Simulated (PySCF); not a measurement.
Job file and geometry (Å, from GFN2-xTB) of an NMR shielding run on `N1(C)[SiH2]C[C@@H](F)[SiH2]1`, C$_{3}$H$_{10}$FNSi$_{2}$, GIAO PBE0/pcSseg-1 NMR shielding, non-relativistic, gas phase in PySCF 2.14.0, density-fitted response routines; density fitting, a coarse starting grid and PySCF grid level 2 are the driver's defaults:

```
$ OMP_NUM_THREADS=1 python probes_run.py task.json out

{"job": {"kind": "nmr", "xc": "PBE0", "basis": "pcSseg-1"}, "charge": 0, "multiplicity": 1}
C      2.172555    -0.847721     0.300685
N      0.845206    -0.323988     0.076762
Si    -0.482921    -1.366577    -0.342935
C     -1.878497    -0.091700    -0.176967
C     -1.284569     1.297290    -0.368256
F     -2.112110     2.258276     0.213359
Si     0.481614     1.344669     0.374037
H      2.328925    -1.091226     1.354883
H      2.920909    -0.111464     0.009427
H      2.324846    -1.752652    -0.285074
H     -0.295730    -1.878694    -1.706942
H     -0.624250    -2.481755     0.600288
H     -2.295717    -0.138885     0.829735
H     -2.705146    -0.268499    -0.864036
H     -1.267947     1.559188    -1.432122
H      1.395471     2.200504    -0.387220
H      0.470366     1.705264     1.794465
```

**Question.** What does the program print?

**Answer.** 
```
coarse grid: 14856 points
cycle   1  E = -853.2312148756  dE =  6.697e-01  |g| = 6.025e-01  |ddm| = 3.682e+00
cycle   2  E = -853.1714396106  dE =  5.978e-02  |g| = 8.391e-01  |ddm| = 1.211e+00
cycle   3  E = -853.3009960484  dE = -1.296e-01  |g| = 7.928e-02  |ddm| = 7.775e-01
cycle   4  E = -853.3020145478  dE = -1.018e-03  |g| = 3.958e-02  |ddm| = 1.048e-01
cycle   5  E = -853.3023619373  dE = -3.474e-04  |g| = 6.820e-03  |ddm| = 3.861e-02
cycle   6  E = -853.3023683993  dE = -6.462e-06  |g| = 2.978e-03  |ddm| = 7.200e-03
final grid: 133792 points
cycle   7  E = -853.3475744482  dE = -3.566e-05  |g| = 4.978e-03  |ddm| = 2.160e-02
cycle   8  E = -853.3475718733  dE =  2.575e-06  |g| = 5.906e-03  |ddm| = 9.717e-03
cycle   9  E = -853.3475803368  dE = -8.463e-06  |g| = 8.639e-04  |ddm| = 5.755e-03
cycle  10  E = -853.3475804574  dE = -1.206e-07  |g| = 3.145e-04  |ddm| = 9.230e-04
cycle  11  E = -853.3475804755  dE = -1.812e-08  |g| = 4.029e-05  |ddm| = 2.408e-04
cycle  12  E = -853.3475804757  dE = -2.206e-10  |g| = 2.307e-05  |ddm| = 5.625e-05
converged SCF energy = -853.3475804757

GIAO shielding tensors (ppm)
atom      isotropic    diamagn.    paramagn.     s11        s22        s33       span
  0 C      153.882     240.021     -86.139    130.114    142.243    189.289     59.174
  1 N      260.133     331.399     -71.266    234.827    250.788    294.783     59.956
  2 Si     372.350     881.834    -509.484    329.230    347.806    440.012    110.782
  3 C      167.101     254.901     -87.800    139.725    170.267    191.313     51.588
  4 C       97.219     250.491    -153.272     46.057     76.980    168.621    122.565
  5 F      406.152     472.397     -66.246    352.642    396.408    469.406    116.764
  6 Si     372.114     881.584    -509.470    329.303    358.796    428.243     98.940
  7 H       28.719      27.666       1.053     23.628     26.340     36.188     12.560
  8 H       28.949      28.041       0.908     23.740     26.967     36.140     12.401
  9 H       29.065      28.018       1.048     24.056     27.016     36.123     12.067
 10 H       26.880      30.279      -3.398     23.605     24.332     32.705      9.100
 11 H       26.781      29.997      -3.216     23.668     24.366     32.309      8.641
 12 H       29.945      31.694      -1.748     26.638     27.998     35.200      8.562
 13 H       29.849      29.957      -0.107     25.687     27.146     36.715     11.028
 14 H       26.198      31.260      -5.062     23.205     27.343     28.047      4.842
 15 H       26.885      30.037      -3.152     23.777     24.581     32.297      8.520
 16 H       26.830      29.926      -3.096     23.874     24.351     32.265      8.391
```

**Question.** Turn these shieldings into chemical shifts. Chemical shifts δ = σref − σ; TMS for 13C (186.93 ppm) and 29Si (349.16 ppm) and 1H (31.72 ppm); NH3 for 15N (267.73 ppm); 19F (170.95 ppm) against CFCl3, all at this level.

**Answer.** Averaging equivalent atoms: C 4: 89.7; C 0: 33.0; C 3: 19.8; N 1: 7.6; Si 6: -23.0; Si 2: -23.2; F 5: -235.2; H 14: 5.52; H 11: 4.94; H 16: 4.89; H 10: 4.84; H 15: 4.83; H 7/8/9: 2.81; H 13: 1.87; H 12: 1.77 ppm. Unscaled 19F shifts against computed CFCl3 carry errors that often reach 10 to 50 ppm. Experimental scales use liquid or dissolved standards, which lie at an offset from isolated NH3 (liquid NH3: subtract about 20 ppm).

Size and cost of the density-fitted run: 183 basis functions, 25 s wall time on 1 thread of an Arm Neoverse V1, shared host; peak memory 0.82 GiB.
